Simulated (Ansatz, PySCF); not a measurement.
Isomers of C2H4Si. Gas-phase values, no solvent. One relaxed conformer stands for each flexible species; it need not be the lowest. Strings in code marks are SMILES.

Quantity: electronic energy of isomers of C2H4Si relative to `C#C[SiH3]`, in kcal/mol. The restricted reference of `C=C=[SiH2]` and `C=C[SiH]` is unstable towards unrestricted orbitals.

Level 1: frozen-core CCSD(T)/6-31g // B3LYP-D3(BJ)/def2-TZVP (Ansatz, a program for electronic structure)
Level 2: LDA/cc-pVTZ // B3LYP-D3(BJ)/def2-TZVP (Ansatz)
Level 3: PBE-D3(BJ)/def2-TZVP // B3LYP-D3(BJ)/def2-TZVP (PySCF)
Level 4: B3LYP/3-21G // B3LYP-D3(BJ)/def2-TZVP (PySCF)

| species | level 2 | level 3 | level 4 |
|---|---|---|---|
| `C=C[SiH]` (C–C–Si–H torsion 179°) | 8.99 | 11.4 | 4.24 |
| `C1C[Si]1` | -4.83 | 2.47 | -0.75 |
| `C1=C[SiH2]1` | -0.74 | 3.00 | 15.7 |
| `C=C=[SiH2]` | 12.2 | 14.9 | 15.4 |

Question: What does level 1 give for each?

Answer: 
- `C=C[SiH]` (C–C–Si–H torsion 179°): 4.16
- `C1C[Si]1`: 3.24
- `C1=C[SiH2]1`: 21.1
- `C=C=[SiH2]`: 15.5
